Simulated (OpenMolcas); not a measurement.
**Pd4+: moving or changing the point charges**

Pd4+ among 5 point charges of -2 e arranged as a trigonal bipyramid (D3h), 2.23 Å from the ion, with the axial distance 2.676 Å.
```
   2.2300    0.0000    0.0000  -2.00
  -1.1150    1.9312    0.0000  -2.00
  -1.1150   -1.9312    0.0000  -2.00
   0.0000    0.0000    2.6760  -2.00
   0.0000    0.0000   -2.6760  -2.00
```

```yaml
Program: OpenMolcas
Method: CASSCF
Basis: ANO-RCC-VDZP [6s5p3d1f]
Scalar_Hamiltonian: DKH2, point nucleus
Active_space: 6 electrons in 5 orbitals (4d)
State_averaging: 2S+1 = 5 even, 5 roots; 2S+1 = 3 even, 45 roots; 2S+1 = 1 even, 50 roots
Spin-orbit_coupling: RASSI with atomic mean-field integrals over the reference wave functions
```

Runs around this geometry, states (labels of D3, the rotations of D3h). Energies in cm-1 above the lowest state or level, χT in cm3 K/mol.

```json
{"R (Å)": "2.23", "q (e)": "-1.6", "Axial / equatorial distance": "1.2", "Ground state": "5E", "First state of that spin": "5A1 1267", "First gap with spin-orbit (degeneracies)": "41.3 (2, 2)", "χT at 300 K": "5.278", "First state of another spin": "3E 21132"}
{"R (Å)": "2.12", "q (e)": "-2", "Axial / equatorial distance": "1.2", "Ground state": "5E", "First state of that spin": "5A1 2077", "First gap with spin-orbit (degeneracies)": "51.8 (2, 2)", "χT at 300 K": "5.015", "First state of another spin": "3A2 20843"}
{"R (Å)": "2.23", "q (e)": "-2", "Axial / equatorial distance": "1.2", "Ground state": "5E", "First state of that spin": "5A1 1576", "First gap with spin-orbit (degeneracies)": "62.4 (2, 2)", "χT at 300 K": "5.173", "First state of another spin": "3A2 21104"}
{"R (Å)": "2.36", "q (e)": "-2", "Axial / equatorial distance": "1.2", "Ground state": "5E", "First state of that spin": "5A1 1148", "First gap with spin-orbit (degeneracies)": "22.9 (2, 2)", "χT at 300 K": "5.305", "First state of another spin": "3E 21133"}
{"R (Å)": "2.23", "q (e)": "-2", "Axial / equatorial distance": "1.3", "Ground state": "5E", "First state of that spin": "5A1 869.7", "First gap with spin-orbit (degeneracies)": "12.7 (1, 2)", "χT at 300 K": "5.291", "First state of another spin": "3E 21153"}
```

Taking the first state of the same spin as R^-n, n = -ln(1148 / 2077) / ln(2.36 / 2.12) = 5.5 between the shortest and longest distance.

Scaling the charges by -1.6 / -2 = 0.80 scales the first state of the same spin by 1267 / 1576 = 0.80; with fixed orbitals a first-order splitting would follow the charge.

An orbital doublet at a regular site is open to a Jahn-Teller distortion, which this geometry leaves out. Without dynamic correlation the repulsion within the d shell is too large (B by tens of per cent), so at a given field states of lower spin stand too high. Point charges give a weaker field than real ligands, and real ions of this kind are as a rule low spin; the high spin found here belongs to the model. The ground term spreads over less than 5000 cm-1, several times less than with real ligands, so orbital moments are less quenched and χT lies further from the spin-only value than at real sites. Spin-orbit coupling mixes the spin-free states strongly: the lowest level takes only 55 % from its leading state, 5E (holds for R = 2.23, q = -2, ratio = 1.3). Point charges carry no covalency, so the field is a model and not that of real ligands. No measured value stands beside these numbers.
